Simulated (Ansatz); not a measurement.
## Molecular dynamics of H6W

The input (input.yaml):

```yaml
crystal:
  periodic: [false, false, false]
  atoms:
    - { symbol: W, position_ang: [-0.424254, -0.020727, -0.42842] }
    - { symbol: H, position_ang: [1.670544, 0.443346, 1.739452] }
    - { symbol: H, position_ang: [1.741641, -0.321498, 1.690561] }
    - { symbol: H, position_ang: [0.104226, 1.458999, 0.258381] }
    - { symbol: H, position_ang: [-2.126956, -0.213552, -0.285192] }
    - { symbol: H, position_ang: [0.413888, -1.431831, 0.0676] }
    - { symbol: H, position_ang: [-0.479389, 0.085263, -2.142679] }
basis:
  gaussian: { orbitals: def2-SVP }
hamiltonian:
  xc: blyp
md:
  timestep: 0.5
  n_steps: 200
  ensemble: nve
  temperature: 300.0
  initial_velocities: maxwell_boltzmann
  seed: 6898
```

Command:

```bash
$ ansatz run input.yaml --threads 1 --pin off --max-ram 2048MiB --backend cpu --events-out ev --progress --plain --runs-dir out
```

It starts at the highest image of a converged band. Of that band: The profile has 2 maxima (images 1, 6) with wells between them (image 2): this band takes more than one step, which may be the mechanism or a detour left from its start path. A structure lower than the first end lies on the path between it and the top, so the climb from that side starts below the end, which may itself be a saddle point or a shallow side well. A vibrational analysis at the climbing image gives 2 clearly imaginary modes (184i, 133i cm⁻¹): a point of higher order, so a lower path passes nearby.

Output, in part (one step line in 7, the closing report, with atoms numbered from 0):

```
md step     0: t =     0.00 fs  T =   300.0 K  F+E_penalty+E_count = -1917.09785936 eV  E_kin = 0.193890 eV  conserved = -1916.90396936 eV  (323 SCF iters)
md step     7: t =     3.50 fs  T =   249.2 K  F+E_penalty+E_count = -1917.06488739 eV  E_kin = 0.161036 eV  conserved = -1916.90385143 eV  (86 SCF iters)
md step    14: t =     7.00 fs  T =   191.4 K  F+E_penalty+E_count = -1917.02766414 eV  E_kin = 0.123733 eV  conserved = -1916.90393142 eV  (83 SCF iters)
md step    21: t =    10.50 fs  T =   144.4 K  F+E_penalty+E_count = -1916.99722007 eV  E_kin = 0.093344 eV  conserved = -1916.90387642 eV  (80 SCF iters)
md step    28: t =    14.00 fs  T =   107.7 K  F+E_penalty+E_count = -1916.97348491 eV  E_kin = 0.069616 eV  conserved = -1916.90386863 eV  (80 SCF iters)
md step    35: t =    17.50 fs  T =    95.9 K  F+E_penalty+E_count = -1916.96587019 eV  E_kin = 0.062001 eV  conserved = -1916.90386883 eV  (78 SCF iters)
md step    42: t =    21.00 fs  T =   106.2 K  F+E_penalty+E_count = -1916.97248057 eV  E_kin = 0.068613 eV  conserved = -1916.90386715 eV  (81 SCF iters)
md step    49: t =    24.50 fs  T =   133.9 K  F+E_penalty+E_count = -1916.99046030 eV  E_kin = 0.086552 eV  conserved = -1916.90390804 eV  (85 SCF iters)
md step    56: t =    28.00 fs  T =   142.1 K  F+E_penalty+E_count = -1916.99569273 eV  E_kin = 0.091815 eV  conserved = -1916.90387781 eV  (82 SCF iters)
md step    63: t =    31.50 fs  T =   151.6 K  F+E_penalty+E_count = -1917.00188901 eV  E_kin = 0.098002 eV  conserved = -1916.90388677 eV  (80 SCF iters)
md step    70: t =    35.00 fs  T =   160.7 K  F+E_penalty+E_count = -1917.00770323 eV  E_kin = 0.103839 eV  conserved = -1916.90386442 eV  (90 SCF iters)
md step    77: t =    38.50 fs  T =   188.4 K  F+E_penalty+E_count = -1917.02565782 eV  E_kin = 0.121793 eV  conserved = -1916.90386437 eV  (86 SCF iters)
md step    84: t =    42.00 fs  T =   228.9 K  F+E_penalty+E_count = -1917.05188953 eV  E_kin = 0.147946 eV  conserved = -1916.90394316 eV  (79 SCF iters)
md step    91: t =    45.50 fs  T =   219.3 K  F+E_penalty+E_count = -1917.04564825 eV  E_kin = 0.141740 eV  conserved = -1916.90390779 eV  (72 SCF iters)
md step    98: t =    49.00 fs  T =   188.1 K  F+E_penalty+E_count = -1917.02547262 eV  E_kin = 0.121588 eV  conserved = -1916.90388488 eV  (72 SCF iters)
md step   105: t =    52.50 fs  T =   169.9 K  F+E_penalty+E_count = -1917.01367287 eV  E_kin = 0.109825 eV  conserved = -1916.90384833 eV  (90 SCF iters)
md step   112: t =    56.00 fs  T =   197.7 K  F+E_penalty+E_count = -1917.03160608 eV  E_kin = 0.127745 eV  conserved = -1916.90386120 eV  (75 SCF iters)
md step   119: t =    59.50 fs  T =   255.4 K  F+E_penalty+E_count = -1917.06898868 eV  E_kin = 0.165055 eV  conserved = -1916.90393385 eV  (144 SCF iters)
md step   126: t =    63.00 fs  T =   278.6 K  F+E_penalty+E_count = -1917.08400810 eV  E_kin = 0.180084 eV  conserved = -1916.90392387 eV  (92 SCF iters)
md step   133: t =    66.50 fs  T =   262.3 K  F+E_penalty+E_count = -1917.07342278 eV  E_kin = 0.169495 eV  conserved = -1916.90392752 eV  (70 SCF iters)
md step   140: t =    70.00 fs  T =   215.0 K  F+E_penalty+E_count = -1917.04280965 eV  E_kin = 0.138943 eV  conserved = -1916.90386675 eV  (70 SCF iters)
md step   147: t =    73.50 fs  T =   204.9 K  F+E_penalty+E_count = -1917.03626481 eV  E_kin = 0.132414 eV  conserved = -1916.90385048 eV  (71 SCF iters)
md step   154: t =    77.00 fs  T =   240.5 K  F+E_penalty+E_count = -1917.05938757 eV  E_kin = 0.155466 eV  conserved = -1916.90392116 eV  (75 SCF iters)
md step   161: t =    80.50 fs  T =   258.3 K  F+E_penalty+E_count = -1917.07085652 eV  E_kin = 0.166961 eV  conserved = -1916.90389592 eV  (99 SCF iters)
md step   168: t =    84.00 fs  T =   261.2 K  F+E_penalty+E_count = -1917.07276494 eV  E_kin = 0.168822 eV  conserved = -1916.90394295 eV  (98 SCF iters)
md step   175: t =    87.50 fs  T =   215.8 K  F+E_penalty+E_count = -1917.04334015 eV  E_kin = 0.139454 eV  conserved = -1916.90388624 eV  (74 SCF iters)
md step   182: t =    91.00 fs  T =   186.4 K  F+E_penalty+E_count = -1917.02429982 eV  E_kin = 0.120447 eV  conserved = -1916.90385318 eV  (118 SCF iters)
md step   189: t =    94.50 fs  T =   167.5 K  F+E_penalty+E_count = -1917.01217011 eV  E_kin = 0.108280 eV  conserved = -1916.90388987 eV  (72 SCF iters)
md step   196: t =    98.00 fs  T =   140.6 K  F+E_penalty+E_count = -1916.99465049 eV  E_kin = 0.090871 eV  conserved = -1916.90377906 eV  (74 SCF iters)
md step   200: t =   100.00 fs  T =   162.6 K  F+E_penalty+E_count = -1917.00897386 eV  E_kin = 0.105108 eV  conserved = -1916.90386572 eV  (111 SCF iters)
Total energy: -1917.00936052 eV, -70.4487946034 hartree
Atom 0 at    -0.432788    -0.023396    -0.445134 Å, force    -0.150391    -0.393785     0.083015 eV/Å
Atom 1 at     2.804585    -0.035748     2.640423 Å, force    -0.033078     0.021874     0.038784 eV/Å
Atom 2 at     2.295216     0.323351     3.089203 Å, force     0.037585    -0.023867    -0.033484 eV/Å
Atom 3 at     0.239809     1.199683     0.513423 Å, force     0.120596     0.295603    -0.063821 eV/Å
Atom 4 at    -1.977451     0.241134     0.239077 Å, force     0.045294    -0.146442     0.068826 eV/Å
Atom 5 at     0.432614    -1.495688    -0.002912 Å, force    -0.289024     0.272246    -0.242271 eV/Å
Atom 6 at    -0.914297     0.274808    -2.102861 Å, force     0.269017    -0.025628     0.148951 eV/Å
Dipole moment:     0.105231    -0.069693    -0.086152 e Å
```

The run went to its last step. The conserved energy stayed within 0.028 meV per atom of its start (net change 0.015 meV per atom), so the integration is sound. A run of 0.1 ps of so small a system gives no equilibrium averages. The orbitals stay closed-shell, which can raise the energy where a bond breaks towards radicals; this wasn't checked here.

Between its relaxed ends the band would form H2–H3 and break W1–H2, W1–H3. These pairs go: H2–H3 0.77 → 0.77 Å, W1–H2 3.05 → 4.47 Å, W1–H3 3.04 → 4.48 Å. In the last frame they stand as after the step (other bonds may differ from the relaxed reactants and products). It ends as H2 + H4W. Pairs count as bonded within 1.25 times the sum of covalent radii (0.12 Å more for H–H).

Last frame:

```xyz
7
Properties=species:S:1:pos:R:3
W -0.433 -0.023 -0.445
H 2.805 -0.036 2.640
H 2.295 0.323 3.089
H 0.240 1.200 0.513
H -1.978 0.241 0.239
H 0.433 -1.496 -0.003
H -0.914 0.275 -2.103
```

Run time: 9.5 min on 1 thread of Arm Neoverse V2, on a shared host, peak memory 0.12 GiB.
